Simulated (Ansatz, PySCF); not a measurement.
Energy difference R1 + R2 → P1, each structure at its B3LYP-D3(BJ)/def2-TZVP stationary point, reached from a drawn start (curvature not checked).
R1: OH (SMILES [OH]), charge 0, multiplicity 2.
R2: S atom, charge 0, multiplicity 3.
P1: HOS (SMILES [O]S), charge 0, multiplicity 2.

P less R. No zero-point or thermal terms; open shells are unrestricted; no spin–orbit coupling.

Cores are frozen in the correlated methods.

Programs: Ansatz (Gaussian basis) for Hartree–Fock, density functionals and correlated methods; PySCF for M06-2X. Each number belongs to the level named beside it.

Question: Give the reaction energy at the level M06-2X/def2-TZVPPD.

Answer: -80.5 kcal/mol

Question: Predict the reaction energy from CCSD(T)/aug-cc-pV(T+d)Z.

Answer: -75.9 kcal/mol

Question: Give the reaction energy at the level B97M-V/def2-TZVPPD.

Answer: -84.0 kcal/mol

Ansatz is an electronic-structure program.
